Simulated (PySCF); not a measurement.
SMILES C[Si](C)(C)[SiH2][SiH2][Si](F)(F)F (C3H13F3Si4), GFN2-xTB optimised geometry.

```
23

C     -0.92    -1.50     1.62
Si    -0.32    -0.67     0.00
C      1.59    -0.67     0.00
C     -0.91     1.14     0.00
Si    -1.10    -1.77    -1.91
Si    -0.11    -1.09    -3.91
Si    -1.16    -1.83    -5.79
F     -1.34    -3.42    -5.84
F     -2.67    -1.33    -5.92
F     -0.61    -1.54    -7.25
H     -0.55    -0.99     2.50
H     -2.01    -1.50     1.67
H     -0.59    -2.53     1.67
H      1.98    -1.69     0.03
H      1.99    -0.15     0.86
H      1.98    -0.20    -0.89
H     -0.56     1.67    -0.88
H     -1.99     1.21     0.01
H     -0.54     1.69     0.87
H     -2.56    -1.62    -2.06
H     -0.93    -3.23    -1.80
H     -0.04     0.38    -4.01
H      1.30    -1.51    -4.01
```

Density from B3LYP/def2-SVP (PySCF) at that geometry.

Minimum of the electron density along straight lines between bonded atoms, close to the bond critical point (lines longer than 1.1 times the sum of covalent radii, or with two minima, are not listed):

```json
[
 {"bond": "C1–Si2", "length / Å": "1.912", "ρ at the minimum / e bohr⁻³": "0.109", "∇²ρ there / e bohr⁻⁵": "0.29", "position (fraction from the first atom)": "0.62"},
 {"bond": "Si2–C3", "length / Å": "1.911", "ρ at the minimum / e bohr⁻³": "0.109", "∇²ρ there / e bohr⁻⁵": "0.31", "position (fraction from the first atom)": "0.38"},
 {"bond": "Si2–C4", "length / Å": "1.911", "ρ at the minimum / e bohr⁻³": "0.109", "∇²ρ there / e bohr⁻⁵": "0.31", "position (fraction from the first atom)": "0.38"},
 {"bond": "Si5–Si6", "length / Å": "2.333", "ρ at the minimum / e bohr⁻³": "[?]", "∇²ρ there / e bohr⁻⁵": "[?]", "position (fraction from the first atom)": "0.35"},
 {"bond": "Si7–F8", "length / Å": "1.595", "ρ at the minimum / e bohr⁻³": "0.123", "∇²ρ there / e bohr⁻⁵": "1.17", "position (fraction from the first atom)": "0.42"},
 {"bond": "Si7–F9", "length / Å": "1.595", "ρ at the minimum / e bohr⁻³": "0.123", "∇²ρ there / e bohr⁻⁵": "1.17", "position (fraction from the first atom)": "0.42"},
 {"bond": "Si7–F10", "length / Å": "1.594", "ρ at the minimum / e bohr⁻³": "0.124", "∇²ρ there / e bohr⁻⁵": "1.17", "position (fraction from the first atom)": "0.42"},
 {"bond": "C1–H11", "length / Å": "1.087", "ρ at the minimum / e bohr⁻³": "0.272", "∇²ρ there / e bohr⁻⁵": "-0.97", "position (fraction from the first atom)": "0.62"},
 {"bond": "C3–H14", "length / Å": "1.086", "ρ at the minimum / e bohr⁻³": "0.273", "∇²ρ there / e bohr⁻⁵": "-0.98", "position (fraction from the first atom)": "0.62"},
 {"bond": "C3–H15", "length / Å": "1.086", "ρ at the minimum / e bohr⁻³": "0.272", "∇²ρ there / e bohr⁻⁵": "-0.98", "position (fraction from the first atom)": "0.62"},
 {"bond": "C3–H16", "length / Å": "1.086", "ρ at the minimum / e bohr⁻³": "0.272", "∇²ρ there / e bohr⁻⁵": "-0.97", "position (fraction from the first atom)": "0.62"},
 {"bond": "C4–H17", "length / Å": "1.086", "ρ at the minimum / e bohr⁻³": "0.273", "∇²ρ there / e bohr⁻⁵": "-0.97", "position (fraction from the first atom)": "0.62"},
 {"bond": "C4–H18", "length / Å": "1.086", "ρ at the minimum / e bohr⁻³": "0.273", "∇²ρ there / e bohr⁻⁵": "-0.98", "position (fraction from the first atom)": "0.62"},
 {"bond": "C4–H19", "length / Å": "1.086", "ρ at the minimum / e bohr⁻³": "0.272", "∇²ρ there / e bohr⁻⁵": "-0.97", "position (fraction from the first atom)": "0.62"},
 {"bond": "Si5–H20", "length / Å": "1.475", "ρ at the minimum / e bohr⁻³": "0.113", "∇²ρ there / e bohr⁻⁵": "0.33", "position (fraction from the first atom)": "0.49"},
 {"bond": "Si5–H21", "length / Å": "1.475", "ρ at the minimum / e bohr⁻³": "0.113", "∇²ρ there / e bohr⁻⁵": "0.33", "position (fraction from the first atom)": "0.49"},
 {"bond": "Si6–H22", "length / Å": "1.476", "ρ at the minimum / e bohr⁻³": "0.114", "∇²ρ there / e bohr⁻⁵": "0.32", "position (fraction from the first atom)": "0.49"},
 {"bond": "Si6–H23", "length / Å": "1.474", "ρ at the minimum / e bohr⁻³": "0.114", "∇²ρ there / e bohr⁻⁵": "0.33", "position (fraction from the first atom)": "0.49"}
]
```

Q: Fill in the missing entries.

A: 
- Si5–Si6, ρ at the minimum / e bohr⁻³: 0.090
- Si5–Si6, ∇²ρ there / e bohr⁻⁵: -0.05
